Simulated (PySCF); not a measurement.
Compound: C₂H₈N₂Si₂.
Cartesian coordinates in Å at the GFN2-xTB level; atoms count from 1:
```xyz
14
C2H8N2Si2 angstrom
N      3.840    0.880   -0.293
C      2.696    0.859   -0.334
C      1.273    0.795   -0.369
Si     0.670   -0.908    0.263
N     -1.028   -0.973   -0.062
Si    -2.293    0.198    0.178
H      0.870    1.596    0.252
H      0.937    0.956   -1.394
H      0.993   -1.010    1.691
H      1.287   -1.985   -0.510
H     -1.371   -1.916   -0.141
H     -1.821    1.466   -0.376
H     -2.606    0.363    1.602
H     -3.448   -0.320   -0.554
```

Method used: TDDFT PBE0/def2-SVPD, vertical, gas phase, core orbitals frozen in the response in PySCF.

Ground-to-excited transition dipoles (e·a0, same axes as the geometry; the sign carries no meaning), for the states with f of 0.002 or more among the lowest 8:

```json
{"state": "S1", "E (eV)": "6.102", "μx": "0.047", "μy": "0.073", "μz": "-0.128"}
{"state": "S2", "E (eV)": "6.736", "μx": "-0.250", "μy": "-0.033", "μz": "-0.151"}
{"state": "S3", "E (eV)": "7.171", "μx": "-0.037", "μy": "0.110", "μz": "-0.048"}
{"state": "S4", "E (eV)": "7.396", "μx": "0.282", "μy": "-0.069", "μz": "-0.266"}
{"state": "S6", "E (eV)": "7.558", "μx": "-0.249", "μy": "-0.050", "μz": "0.068"}
{"state": "S8", "E (eV)": "7.733", "μx": "0.198", "μy": "-0.083", "μz": "-0.106"}
```

(1) Work out the oscillator strengths.

(2) What angle do the transition dipoles of S2 and S6 make?

(3) How is the summed strength of these states shared among x, y and z?

(4) What peak molar absorption coefficient would the strongest computed level give as a lone Gaussian band 0.4 eV wide at half height?

Answers

(1) f = (2/3) ΔE |μ|² with ΔE in hartree (27.2114 eV).

| state | \|μ\|² (au) | \|μ\| (D) | f |
| --- | --- | --- | --- |
| S1 | 0.024 | 0.39 | 0.004 |
| S2 | 0.086 | 0.75 | 0.014 |
| S3 | 0.016 | 0.32 | 0.003 |
| S4 | 0.155 | 1.00 | 0.028 |
| S6 | 0.069 | 0.67 | 0.013 |
| S8 | 0.057 | 0.61 | 0.011 |

(2) |cos θ| = |μa·μb| / (|μa| |μb|) = 0.69, so θ ≈ 46° (taken between 0 and 90°, since the signs are arbitrary).

(3) (2/3) Σ ΔE μα² gives 0.044 for x, 0.006 for y and 0.022 for z, 0.072 in all.

(4) ε(max) = 2.175×10⁸ f / FWHM, with the width in cm⁻¹. S4: 2.175×10⁸ × 0.0281 / 3226 ≈ 1900 L mol⁻¹ cm⁻¹.

One conformer stands for the species.
